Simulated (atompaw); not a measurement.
## Which change was made? (Zr, PAW (atompaw))

zirconium (Zr), PAW, made with atompaw 4.2.0.5 (PBE, scalar-relativistic). Core [Ar] 3d10, reference 4s2 4p6 4d2 5s1.5 5p0 (charge +0.5). Waves: 4s (bound): rc 2.25 bohr; 5s (bound): rc 2.90 bohr; 4p (bound): rc 2.30 bohr; 5p (bound, empty): rc 2.90 bohr; 4d (bound): rc 2.90 bohr; 4d channel at -0.05 Ry: rc 2.90 bohr. Local part: ultrasoft scheme with l = 3 at 0 Ry, radius 2.55 bohr. Core correction: smooth core density matched at 2.70 bohr. Augmentation charge: besselshape compensation charge, radius 2.85 bohr; PAW radius 2.90 bohr; waves and projectors: custom polynom vanderbiltortho.

Cutoffs, loose and tight: the cutoffs (Ry, on a coarse ladder) from which the occupation-weighted sum of valence levels, in a spherical-Bessel basis at the reference potential, stays within 10 and 1 mRy of its value at 400 Ry. They see the waves, projectors and local potential, not the compensation charge or the core.

The base gives: outcome: generated; cutoff, loose: 18 Ry; cutoff, tight: 30 Ry; bound ghosts: s.

After one change the result is: outcome: generated; cutoff, loose: 15 Ry; cutoff, tight: 30 Ry; bound ghosts: none. Which change was it?
A. reference 4s2 4p6 4d2 5s1 5p0
B. wave 4s (bound): rc 2.25 bohr becomes 4s (bound): rc 2.46 bohr
C. augmentation besselshape compensation charge, radius 2.85 bohr; PAW radius 2.90 bohr; waves and projectors: custom rrkj gramschmidtortho

B. The others give: reference 4s2 4p6 4d2 5s1 5p0 → outcome: generated; cutoff, loose: 18 Ry; cutoff, tight: 30 Ry; bound ghosts: none | augmentation besselshape compensation charge, radius 2.85 bohr; PAW radius 2.90 bohr; waves and projectors: custom rrkj gramschmidtortho → outcome: generated; cutoff, loose: 15 Ry; cutoff, tight: 25 Ry; bound ghosts: s.
